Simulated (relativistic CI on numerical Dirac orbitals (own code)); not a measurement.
Level scheme of Pb LXXVII

These numbers are calculated, not measured: Dirac-Coulomb-Breit CI, separate exchange-only KLI orbitals for each configuration, model QED (radiative potential, 1s self-energy scaled to tabulated hydrogen-like ionisation energies), unscaled Slater integrals (own radial code, finite nucleus).

Configurations in the expansion (outside the closed core 1s2): 2s2 2p2, 2s 2p3, 2p4, 2p3 3s, 2s2 2p 3s, 2p3 3p, 2s2 2p 3p, 2p3 3d, 2s2 2p 3d, 2s 2p2 3s, 2s 2p2 3p, 2s 2p2 3d, 2s2 2p 4s, 2s2 2p 4p, 2s2 2p 4d, 2s2 2p 4f, 2s2 3s2, 2s2 3s 3p, 2s 2p2 4s, 2s2 3s 3d, 2s2 2p 5s, 2s2 3p2, 2s 2p2 4p, 2s2 2p 5p, 2s2 2p 5d, 2s2 2p 5f, 2s2 2p 5g, 2s 2p2 4d, 2s 2p2 4f, 2s2 3p 3d, 2s 2p 3s2, 2s2 3d2, 2s 2p 3s 3p, 2s 2p 3s 3d, 2s 2p 3p2, 2s 2p 3p 3d. Levels of other configurations are missing.

```csv
No.,Configuration,Term,J,E (10³ cm⁻¹),%,Next component (%),Landé g
41,2s2 2p 3s,3P°,2,126237,99,1 2p3 3s 3P°,1.460
42,2s2 2p 3s,1P°,1,126323,66,33 3P°,1.115
43,2s2 2p 3p,3P,1,127265,49,28 3S,1.444
44,2s2 2p 3p,3D,2,127276,48,33 1D,1.133
45,2s 2p2(3P)<4P> 3s,5P,2,128156,83,9 3P,1.709
46,2s 2p2(3P)<4P> 3s,3P,1,128428,64,20 5P,1.530
47,2s 2p2(1D)<2D> 3s,3D,3,128492,64,36 5P,1.404
48,2s 2p2(3P)<4P> 3s,3P,2,128746,37,37 3D,1.193
49,2s 2p2(3P)<4P> 3p,5P°,1,129041,39,30 5D°,1.844
50,2s 2p2(3P)<4P> 3p,5D°,2,129133,45,26 3D°,1.313
51,2s 2p2(3P)<2P> 3s,3P,0,129274,100,,
52,2s 2p2(1D)<2D> 3s,3D,1,129281,47,45 1P,0.832
53,2s 2p2(3P)<2P> 3s,3P,1,129349,74,13 5P,1.486
54,2s 2p2(1D)<2D> 3s,1D,2,129371,39,36 3P,1.186
55,2s 2p2(3P)<4P> 3p,3D°,3,129392,32,28 3F°,1.185
56,2s 2p2(1D)<2D> 3p,3P°,2,129791,44,16 3D°,1.440
57,2s 2p2(3P)<2P> 3p,3P°,0,130084,49,27 5D°,
58,2s 2p2(3P)<2P> 3p,3D°,1,130090,59,15 3P°,0.885
59,2s 2p2(1D)<2D> 3p,3F°,2,130109,44,24 3D°,0.898
60,2s 2p2(3P)<2P> 3p,1P°,1,130591,29,28 3D°,1.117
61,2p3(2P°) 3s,3P°,2,132104,48,23 5S°,1.467
62,2p3(2P°) 3s,1P°,1,132196,32,27 3D°,1.127
63,2s2 2p 3p,3D,3,132601,99,1 2p3 3p 3D,1.302
64,2s2 2p 3p,1P,1,132607,54,37 3S,1.310
65,2s2 2p 3p,3P,2,132894,65,34 1D,1.297
66,2p3(2P°) 3p,3P,1,132942,32,19 5P,1.456
67,2p3(2P°) 3p,3D,2,132948,25,21 1D,1.137
68,2s2 2p 3p,1S,0,133150,66,32 3P,
69,2s2 2p 3d,3D°,2,133425,51,23 1D°,1.020
70,2s2 2p 3d,3F°,3,133499,53,35 1F°,1.048
```

Energies count from the lowest computed level; ° marks odd parity. Percentages are summed over parent terms; the parents shown are those of the largest component, closed shells are left out there, and <> holds an intermediate term.

The mean weight of the leading LS term, summed over parents, in these 30 levels is 55 %, and that of the leading jj configuration (from the same eigenvectors) 99 %, so jj coupling describes them better and the LS labels are nominal.

At this charge energies of transitions that change n are usually good to better than 1 %, and those within a shell (Δn = 0) to a few per cent.

LS names give the leading component of a level, which can be under half, so a name can repeat, a term be missing and a line seem to break the LS rules.
